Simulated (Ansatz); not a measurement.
`O[SiH2]N[Si](O)(F)F` + `BBO` → `B[Si](O)(F)F` + `OBN[SiH2]O`  (redistribution)

Isolated molecules relaxed with PBE0-D4/def2-TZVP in Ansatz; ΔE leaves out vibrations. CCSD(T)/CBS is the MP2 limit (def2-TZVPP, def2-QZVPP) plus CCSD(T) − MP2 in def2-TZVPP, frozen cores. DFT in def2-TZVPP. B3LYP here is the variant with VWN-RPA as its local correlation; programs differ in this. Each species was taken in one conformer, which may not be the lowest.

| level | ΔE (kJ/mol) | difference from CCSD(T)/CBS |
| --- | --- | --- |
| PBE-D4 | -28.4 | -6.5 |
| r2SCAN-D4 | -20.0 | 1.9 |
| PBE0-D4 | -23.8 | -1.9 |
| B3LYP-D4 | -21.5 | 0.4 |
| ωB97X-V | -21.7 | 0.2 |
| ωB97M-V | -19.9 | 2.0 |
| B2PLYP | -24.7 | -2.8 |
| PBE | -31.9 | -10.0 |
| r2SCAN | -21.0 | 0.9 |
| PBE0 | -27.0 | -5.1 |
| B3LYP | -27.2 | -5.3 |
| HF/def2-TZVPP | -19.5 | 2.4 |
| MP2/def2-TZVPP | -22.3 | -0.4 |
| SCS-MP2/def2-TZVPP | -22.4 | -0.5 |
| CCSD/def2-TZVPP | -21.0 | 0.9 |
| CCSD(T)/def2-TZVPP | -22.1 | -0.2 |
| HF/def2-QZVPP | -18.8 | 3.1 |
| MP2/def2-QZVPP | -22.0 | -0.1 |
| SCS-MP2/def2-QZVPP | -22.0 | -0.1 |
| HF/CBS(def2) | -18.7 | 3.2 |
| MP2/CBS(def2) | -22.1 | -0.2 |
| CCSD/CBS(def2) | -20.8 | 1.1 |
| CCSD(T)/CBS | -21.9 | 0 |

Largest T1 diagnostic among the species: 0.013.

From PBE to PBE0 (25 % exact exchange), in def2-TZVPP and without D4, ΔE moves by +4.9 kJ/mol. The D4 term adds +5.7 kJ/mol with B3LYP and +3.2 kJ/mol with PBE0; it sums over pairs of atoms, weighted by their polarisabilities, and B3LYP, whose exchange is more repulsive, gets the larger term.
